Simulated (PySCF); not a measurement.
H₂MgOS.

```xyz
5

Mg     0.0216     0.5795     0.0000
O     -0.0216     2.3373     0.0000
H     -0.0047     3.2846     0.0000
S      0.0739    -1.6961     0.0000
H     -1.2636    -1.7999     0.0000
```
Charge 0, spin multiplicity 1.

Coordinates come from a ωB97X-D3(BJ)/def2-TZVP optimisation. Other conformers were not sampled.

The numbers are results of B3LYP/pcSseg-2 (PySCF), not measurements. Non-relativistic, no solvent.

Computed absolute GIAO shielding of each atom: isotropic value and principal components (ppm):
```tsv
atom	σ(iso)	σ11	σ22	σ33	span
Mg1	509.0	404.3	418.1	704.5	300.3
O2	349.3	313.5	319.7	414.8	101.2
H3	31.3	22.7	22.8	48.3	25.6
S4	859.9	772.1	812.9	994.8	222.7
H5	33.2	25.7	28.4	45.6	20.0
```
